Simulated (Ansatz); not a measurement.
Born–Oppenheimer molecular dynamics of ClF2H3HfO2 (9 atoms, charge 0, multiplicity 1). It starts at the highest image of a converged band, a first-order saddle point between two minima.

Level of theory: RKS BHLYP-D4/def2-SVP in Ansatz.

- ensemble: NVE (velocity Verlet)
- time step: 0.5 fs
- steps asked: 200
- starting velocities drawn for: 300 K
- seed: 2619

Frames 0.5 fs apart, positions in Å, forces in eV/Å.

Velocities at 45 fs (Å/ps):

```
Hf 0.06 1.24 -0.49
F -4.04 -2.29 7.52
O -0.41 -4.83 -4.77
H 14.29 11.40 -7.90
O 1.79 -8.14 0.80
H 15.79 15.72 18.32
F 2.27 3.30 1.01
Cl -0.57 -1.29 -0.93
H -8.46 -14.87 11.84
```

```xyz
9
Properties=species:S:1:pos:R:3:forces:R:3 time_fs=45 energy_less_start_eV=-0.027 T=330
Hf 0.118 0.098 0.116 -0.43 0.74 0.00
F -0.078 0.108 2.279 0.02 -0.02 0.79
O 1.564 -0.411 -0.990 0.63 -0.47 -0.50
H 2.264 -0.702 -1.574 -0.40 0.20 0.31
O -1.151 1.159 -0.832 -0.01 -0.14 0.00
H -1.935 1.363 -1.329 0.13 0.04 0.02
F -0.935 -1.506 0.377 0.48 0.35 -0.09
Cl 1.384 2.121 1.381 -0.34 -0.66 -0.33
H 0.470 0.922 2.439 -0.07 -0.05 -0.19
9
Properties=species:S:1:pos:R:3:forces:R:3 time_fs=45.5 energy_less_start_eV=-0.031 T=335
Hf 0.118 0.099 0.116 -0.29 0.71 0.01
F -0.080 0.107 2.283 -0.05 -0.12 0.75
O 1.564 -0.414 -0.992 0.72 -0.49 -0.56
H 2.271 -0.696 -1.577 -0.54 0.24 0.41
O -1.150 1.155 -0.832 0.31 -0.19 0.20
H -1.927 1.371 -1.319 -0.25 0.14 -0.22
F -0.934 -1.505 0.378 0.46 0.32 -0.08
Cl 1.384 2.121 1.381 -0.35 -0.67 -0.35
H 0.466 0.914 2.445 -0.02 0.05 -0.15
9
Properties=species:S:1:pos:R:3:forces:R:3 time_fs=46 energy_less_start_eV=-0.032 T=336
Hf 0.118 0.099 0.115 -0.14 0.67 0.02
F -0.082 0.105 2.287 -0.12 -0.23 0.70
O 1.564 -0.416 -0.995 0.73 -0.47 -0.57
H 2.276 -0.690 -1.580 -0.60 0.26 0.46
O -1.149 1.151 -0.831 0.59 -0.24 0.37
H -1.920 1.380 -1.311 -0.59 0.25 -0.44
F -0.933 -1.503 0.378 0.44 0.29 -0.07
Cl 1.383 2.120 1.380 -0.35 -0.68 -0.36
H 0.461 0.907 2.450 0.05 0.16 -0.11
9
Properties=species:S:1:pos:R:3:forces:R:3 time_fs=46.5 energy_less_start_eV=-0.033 T=337
Hf 0.118 0.100 0.115 0.01 0.62 0.02
F -0.084 0.104 2.291 -0.20 -0.34 0.66
O 1.564 -0.419 -0.998 0.67 -0.43 -0.51
H 2.280 -0.683 -1.582 -0.59 0.24 0.44
O -1.148 1.147 -0.831 0.76 -0.27 0.47
H -1.914 1.389 -1.303 -0.82 0.34 -0.58
F -0.932 -1.501 0.379 0.41 0.26 -0.05
Cl 1.383 2.119 1.380 -0.35 -0.69 -0.38
H 0.457 0.900 2.455 0.12 0.26 -0.07
9
Properties=species:S:1:pos:R:3:forces:R:3 time_fs=47 energy_less_start_eV=-0.037 T=342
Hf 0.118 0.101 0.115 0.16 0.58 0.04
F -0.086 0.103 2.295 -0.26 -0.44 0.61
O 1.564 -0.422 -1.000 0.52 -0.35 -0.38
H 2.283 -0.675 -1.582 -0.50 0.19 0.36
O -1.147 1.143 -0.830 0.77 -0.25 0.47
H -1.910 1.398 -1.297 -0.90 0.38 -0.63
F -0.930 -1.500 0.379 0.39 0.22 -0.04
Cl 1.383 2.118 1.379 -0.36 -0.69 -0.39
H 0.453 0.894 2.460 0.19 0.36 -0.04
9
Properties=species:S:1:pos:R:3:forces:R:3 time_fs=47.5 energy_less_start_eV=-0.044 T=349
Hf 0.118 0.101 0.115 0.31 0.52 0.06
F -0.088 0.102 2.299 -0.31 -0.52 0.56
O 1.565 -0.424 -1.003 0.31 -0.26 -0.21
H 2.284 -0.667 -1.582 -0.34 0.13 0.23
O -1.146 1.138 -0.829 0.60 -0.16 0.36
H -1.908 1.409 -1.292 -0.81 0.36 -0.57
F -0.929 -1.498 0.379 0.37 0.19 -0.02
Cl 1.382 2.118 1.379 -0.36 -0.70 -0.40
H 0.450 0.888 2.465 0.24 0.45 -0.01
9
Properties=species:S:1:pos:R:3:forces:R:3 time_fs=48 energy_less_start_eV=-0.052 T=358
Hf 0.118 0.102 0.114 0.46 0.46 0.08
F -0.090 0.101 2.303 -0.35 -0.57 0.51
O 1.565 -0.427 -1.006 0.05 -0.16 0.01
H 2.285 -0.658 -1.581 -0.13 0.05 0.06
O -1.144 1.134 -0.829 0.28 -0.01 0.16
H -1.908 1.420 -1.289 -0.56 0.28 -0.43
F -0.928 -1.496 0.380 0.34 0.15 -0.01
Cl 1.382 2.117 1.378 -0.37 -0.71 -0.40
H 0.447 0.884 2.469 0.27 0.50 0.01
9
Properties=species:S:1:pos:R:3:forces:R:3 time_fs=48.5 energy_less_start_eV=-0.058 T=364
Hf 0.118 0.102 0.114 0.61 0.40 0.11
F -0.092 0.099 2.308 -0.35 -0.57 0.48
O 1.565 -0.430 -1.008 -0.23 -0.05 0.24
H 2.285 -0.650 -1.579 0.09 -0.02 -0.13
O -1.143 1.130 -0.828 -0.13 0.18 -0.10
H -1.909 1.432 -1.287 -0.22 0.15 -0.22
F -0.926 -1.494 0.380 0.32 0.12 0.00
Cl 1.382 2.116 1.377 -0.37 -0.71 -0.40
H 0.445 0.881 2.474 0.28 0.51 0.02
9
Properties=species:S:1:pos:R:3:forces:R:3 time_fs=49 energy_less_start_eV=-0.059 T=366
Hf 0.118 0.103 0.114 0.76 0.33 0.15
F -0.095 0.098 2.312 -0.32 -0.54 0.45
O 1.565 -0.433 -1.011 -0.49 0.04 0.45
H 2.285 -0.641 -1.579 0.31 -0.09 -0.30
O -1.141 1.126 -0.827 -0.58 0.41 -0.38
H -1.911 1.445 -1.285 0.15 0.00 0.00
F -0.925 -1.492 0.381 0.29 0.08 0.01
Cl 1.381 2.115 1.377 -0.38 -0.71 -0.40
H 0.443 0.879 2.479 0.26 0.48 0.01
9
Properties=species:S:1:pos:R:3:forces:R:3 time_fs=49.5 energy_less_start_eV=-0.057 T=363
Hf 0.118 0.104 0.114 0.90 0.27 0.20
F -0.097 0.096 2.316 -0.27 -0.46 0.42
O 1.565 -0.435 -1.014 -0.70 0.11 0.61
H 2.287 -0.633 -1.579 0.47 -0.13 -0.43
O -1.140 1.121 -0.827 -1.00 0.64 -0.63
H -1.913 1.457 -1.283 0.50 -0.16 0.20
F -0.923 -1.490 0.381 0.27 0.04 0.02
Cl 1.381 2.114 1.376 -0.38 -0.72 -0.39
H 0.442 0.878 2.484 0.21 0.41 -0.01
9
Properties=species:S:1:pos:R:3:forces:R:3 time_fs=50 energy_less_start_eV=-0.053 T=359
Hf 0.118 0.105 0.113 1.03 0.20 0.25
F -0.099 0.094 2.321 -0.19 -0.35 0.41
O 1.566 -0.438 -1.016 -0.81 0.15 0.71
H 2.289 -0.625 -1.579 0.54 -0.15 -0.49
O -1.139 1.117 -0.826 -1.34 0.85 -0.84
H -1.913 1.469 -1.281 0.76 -0.29 0.35
F -0.921 -1.488 0.382 0.24 0.00 0.03
Cl 1.380 2.112 1.375 -0.38 -0.72 -0.38
H 0.441 0.878 2.489 0.14 0.31 -0.04
9
Properties=species:S:1:pos:R:3:forces:R:3 time_fs=50.5 energy_less_start_eV=-0.050 T=356
Hf 0.118 0.105 0.113 1.16 0.13 0.30
F -0.102 0.093 2.325 -0.09 -0.21 0.39
O 1.566 -0.441 -1.019 -0.82 0.16 0.72
H 2.292 -0.617 -1.582 0.52 -0.14 -0.47
O -1.138 1.113 -0.826 -1.58 1.01 -0.99
H -1.911 1.481 -1.278 0.93 -0.39 0.44
F -0.920 -1.486 0.382 0.21 -0.04 0.04
Cl 1.379 2.111 1.374 -0.39 -0.72 -0.37
H 0.441 0.879 2.494 0.06 0.19 -0.07
```

Of the whole run (100 fs, mean temperature of the second half 344 K): The conserved energy stayed within 0.079 meV per atom of its start (net change 0.036 meV per atom), so the integration is sound. A run of 0.1 ps of so small a system gives no equilibrium averages. The orbitals stay closed-shell, which can raise the energy where a bond breaks towards radicals; this wasn't checked here.

Time of the run: 6.8 min on 4 threads of Arm Neoverse V2, with other jobs on the host, peak memory 0.31 GiB.
